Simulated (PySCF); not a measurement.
PbCl2, SMILES [Cl][Pb][Cl] (connectivity only; charge and spin as stated), neutral, multiplicity 1.

Geometry optimised at B3LYP-D3(BJ)/def2-TZVP. The isomer is the one that the SMILES or the coordinates give; other isomers of the formula were not compared. The def2 effective core potentials stand for the cores of Pb; spin–orbit coupling is left out.

The numbers are results of C-PCM-ωB97X/def2-SVP (PySCF 2.14.0), not measurements.

The values are the electrostatic part of the solvation free energy, E(continuum) − E(gas) at the gas-phase geometry, in a cavity of scaled van der Waals radii (PySCF's table); cavitation and dispersion terms are not included. A continuum can't describe solvent molecules that bind to the metal. In vacuum the orbital gap is 8.85 eV. The dipole moment in vacuum is 4.80 D.

Computed values in water (ε = 78.36), 1-octanol (ε = 9.86), dichloromethane (ε = 8.93):
```csv
solvent,ε,ΔG(elec) (kcal/mol),dipole (D),gap (eV)
water,78.36,-13.0,6.74,9.49
1-octanol,9.86,-11.6,6.52,9.42
dichloromethane,8.93,-11.4,6.49,9.41
```
